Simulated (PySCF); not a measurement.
**Frontier levels across methods**

Compound: C2H8BNO.
Cartesian coordinates in Å at the PBE0-D3(BJ)/def2-SVP level; atoms count from 1:
```
atom  x, y, z in Å
C1     2.3939    0.0865    0.5512
C2     1.2971   -0.4309   -0.0159
O3     0.4458    0.2623   -0.7757
B4    -0.9115   -0.1964   -0.9402
N5    -1.7251    0.4580    0.3510
H6     3.0641   -0.5533    1.1263
H7     2.6532    1.1393    0.4164
H8     1.0447   -1.4964    0.1131
H9    -1.4547    0.2969   -1.9174
H10   -1.0689   -1.4095   -0.8165
H11   -2.7195    0.2295    0.3296
H12   -1.6237    1.4743    0.3353
H13   -1.3341    0.1224    1.2335
```

Basis pcSseg-2 throughout (PySCF), one geometry. The structure is a single PBE0-D3(BJ)/def2-SVP conformer in the gas phase; no vibrational or solvent corrections.

Q: How do the orbital energies, the gap and the dipole change with the method?

A: 
```json
{"method": "BLYP", "kind": "GGA", "HOMO (eV)": "-4.82", "LUMO (eV)": "-1.23", "gap (eV)": "3.60", "μ (D)": "5.44", "SCF cycles": "17"}
{"method": "OPBE", "kind": "GGA", "HOMO (eV)": "-4.90", "LUMO (eV)": "-1.08", "gap (eV)": "3.83", "μ (D)": "5.49", "SCF cycles": "16"}
{"method": "B97-D", "kind": "GGA", "HOMO (eV)": "-4.91", "LUMO (eV)": "-1.03", "gap (eV)": "3.88", "μ (D)": "5.46", "SCF cycles": "16"}
{"method": "PBE", "kind": "GGA", "HOMO (eV)": "-4.96", "LUMO (eV)": "-1.18", "gap (eV)": "3.79", "μ (D)": "5.46", "SCF cycles": "17"}
{"method": "KT3", "kind": "GGA", "HOMO (eV)": "-4.99", "LUMO (eV)": "-1.38", "gap (eV)": "3.61", "μ (D)": "5.38", "SCF cycles": "16"}
{"method": "KT2", "kind": "GGA", "HOMO (eV)": "-5.00", "LUMO (eV)": "-1.14", "gap (eV)": "3.86", "μ (D)": "5.37", "SCF cycles": "16"}
{"method": "BP86", "kind": "GGA", "HOMO (eV)": "-5.05", "LUMO (eV)": "-1.02", "gap (eV)": "4.03", "μ (D)": "5.48", "SCF cycles": "16"}
{"method": "LDA", "kind": "LDA", "HOMO (eV)": "-5.15", "LUMO (eV)": "-1.23", "gap (eV)": "3.92", "μ (D)": "5.51", "SCF cycles": "16"}
{"method": "B97-2", "kind": "global hybrid", "HOMO (eV)": "-5.85", "LUMO (eV)": "-0.37", "gap (eV)": "5.48", "μ (D)": "5.52", "SCF cycles": "13"}
{"method": "B3LYP", "kind": "global hybrid", "HOMO (eV)": "-5.90", "LUMO (eV)": "-0.75", "gap (eV)": "5.15", "μ (D)": "5.51", "SCF cycles": "13"}
{"method": "PBE0", "kind": "global hybrid", "HOMO (eV)": "-6.11", "LUMO (eV)": "-0.39", "gap (eV)": "5.72", "μ (D)": "5.54", "SCF cycles": "14"}
{"method": "mPW1PW91", "kind": "global hybrid", "HOMO (eV)": "-6.12", "LUMO (eV)": "-0.41", "gap (eV)": "5.72", "μ (D)": "5.54", "SCF cycles": "14"}
{"method": "BHandHLYP", "kind": "global hybrid", "HOMO (eV)": "-7.14", "LUMO (eV)": "0.13", "gap (eV)": "7.27", "μ (D)": "5.56", "SCF cycles": "13"}
{"method": "CAM-B3LYP", "kind": "range-separated hybrid", "HOMO (eV)": "-7.44", "LUMO (eV)": "0.28", "gap (eV)": "7.72", "μ (D)": "5.56", "SCF cycles": "13"}
{"method": "wB97X-D", "kind": "range-separated hybrid", "HOMO (eV)": "-7.94", "LUMO (eV)": "1.38", "gap (eV)": "9.33", "μ (D)": "5.59", "SCF cycles": "14"}
{"method": "HF", "kind": "Hartree–Fock", "HOMO (eV)": "-8.69", "LUMO (eV)": "1.85", "gap (eV)": "10.54", "μ (D)": "5.63", "SCF cycles": "11"}
{"method": "LC-wPBE", "kind": "range-separated hybrid", "HOMO (eV)": "-8.76", "LUMO (eV)": "1.49", "gap (eV)": "10.25", "μ (D)": "5.63", "SCF cycles": "14"}
```

The HOMO spans 3.93 eV, from BLYP down to LC-wPBE, and the gap runs from 3.60 eV (BLYP) to 10.54 eV (HF). Over the methods BLYP (0 %), OPBE (0 %), B97-D (0 %), PBE (0 %), KT3 (0 %), KT2 (0 %), BP86 (0 %), LDA (0 %), B97-2 (21 %), B3LYP (20 %), PBE0 (25 %), mPW1PW91 (25 %), BHandHLYP (50 %), HF (100 %), a straight line through the gap against the share of exact exchange rises by 0.68 eV for each 10 % (correlation coefficient 0.997). The dipole ranges from 5.37 D (KT2) to 5.63 D (HF). This basis has no diffuse functions.
